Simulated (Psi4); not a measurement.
lithium atom (Li), doublet; PBE/def2-SV(P) (Psi4).

Psi4 was given this input:
```
memory 2 GB

molecule mol {
0 2
Li    0.000000    0.000000    0.000000
}

set {
  basis def2-sv(p)
  reference uks
  dft_nuclear_scheme stratmann
}

energy('pbe')
print_variables()
```

### Question
Predict the main parts of the log of this Psi4 run.

### Answer

```
   => Loading Basis Set <=

    Name: DEF2-SV(P)
    Role: ORBITAL
    Keyword: BASIS

         ---------------------------------------------------------
                                   SCF
               by Justin Turney, Rob Parrish, Andy Simmonett
                          and Daniel G. A. Smith
                              UKS Reference
         ---------------------------------------------------------

  ==> Geometry <==

    Molecular point group: d2h
    Geometry (in Angstrom), charge = 0, multiplicity = 2:

       Center              X                  Y                   Z               Mass
    ------------   -----------------  -----------------  -----------------  -----------------
         LI           0.000000000000     0.000000000000     0.000000000000     7.016003436600

  Running in d2h symmetry.

  Rotational constants: A = ************  B = ************  C = ************ [cm^-1]
  Rotational constants: A = ************  B = ************  C = ************ [MHz]
  Nuclear repulsion =    0.000000000000000

  Charge       = 0
  Multiplicity = 2
  Electrons    = 3
  Nalpha       = 2
  Nbeta        = 1

  ==> Algorithm <==

  SCF Algorithm Type is DF.
  DIIS enabled.
  MOM disabled.
  Fractional occupation disabled.
  Guess Type is CORE.
  Energy threshold   = 1.00e-06
  Density threshold  = 1.00e-06
  Integral threshold = 1.00e-12

  ==> Primary Basis <==

  Basis Set: DEF2-SV(P)
    Blend: DEF2-SV(P)
    Number of shells: 5
    Number of basis functions: 9
    Number of Cartesian functions: 9
    Spherical Harmonics?: true
    Max angular momentum: 1

  ==> DFT Potential <==

   => LibXC <=

    Version 7.1.2
    S. Lehtola, C. Steigemann, M. J. T. Oliveira, and M. A. L. Marques,  SoftwareX 7, 1–5 (2018) (10.1016/j.softx.2017.11.002)

   => Composite Functional: PBE <=

    PBE GGA Exchange-Correlation Functional

    J.P. Perdew et. al., Phys. Rev. Lett., 77(18), 3865-3868, 1996

    Deriv               =              1
    GGA                 =           TRUE
    Meta                =          FALSE

    Exchange Hybrid     =          FALSE
    MP2 Hybrid          =          FALSE

   => Exchange Functionals <=

    1.0000     XC_GGA_X_PBE

   => Correlation Functionals <=

    1.0000     XC_GGA_C_PBE

   => LibXC Density Thresholds  <==

    XC_GGA_C_PBE:  1.00E-12
    XC_GGA_X_PBE:  1.00E-15

   => Molecular Quadrature <=

    Radial Scheme          =       TREUTLER
    Pruning Scheme         =           NONE
[...]
   @S   Expected:                5.000000000E-01
   @S   Observed:                5.000000000E-01

    Orbital Energies [Eh]
    ---------------------

    Alpha Occupied:

[...]
    Alpha Virtual:

[...]
       2B3u    0.466383

    Beta Occupied:

       1Ag    -1.887764

    Beta Virtual:

[...]
    Final Occupation by Irrep:
             Ag   B1g   B2g   B3g    Au   B1u   B2u   B3u
    DOCC [     1,    0,    0,    0,    0,    0,    0,    0 ]
    SOCC [     1,    0,    0,    0,    0,    0,    0,    0 ]
    NA   [     2,    0,    0,    0,    0,    0,    0,    0 ]
    NB   [     1,    0,    0,    0,    0,    0,    0,    0 ]

  @DF-UKS Final Energy:    -7.45390560182583

   => Energetics <=

    Nuclear Repulsion Energy =              0.0000000000000000
    One-Electron Energy =                  -9.7047971692821200
    Two-Electron Energy =                   4.0551321700741916
    DFT Exchange-Correlation Energy =      -1.8042406026179001
    Empirical Dispersion Energy =           0.0000000000000000
    VV10 Nonlocal Energy =                  0.0000000000000000
    Total Energy =                         -7.4539056018258290

  UHF NO Occupations:
  HONO-1 :    1 Ag 1.9999999
  HONO-0 :    2 Ag 1.0000000
  LUNO+0 :    3 Ag 0.0000001
  LUNO+1 :    2B3u 0.0000000
  LUNO+2 :    1B3u 0.0000000
  LUNO+3 :    2B2u 0.0000000

Computation Completed

Properties will be evaluated at   0.000000,   0.000000,   0.000000 [a0]

Properties computed using the SCF density matrix

 Multipole Moments:

 ------------------------------------------------------------------------------------
     Multipole            Electronic (a.u.)      Nuclear  (a.u.)        Total (a.u.)
 ------------------------------------------------------------------------------------

 L = 1.  Multiply by 2.5417464519 to convert [e a0] to [Debye]
 Dipole X            :          0.0000000            0.0000000            0.0000000
 Dipole Y            :          0.0000000            0.0000000            0.0000000
 Dipole Z            :          0.0000000            0.0000000            0.0000000
 Magnitude           :                                                    0.0000000

 ------------------------------------------------------------------------------------

  Variable Map:
  ----------------------------------------------------------------------------
[...]
  Array Variable Map:
  ----------------------------------------------------------------------------
[...]
[...]
```
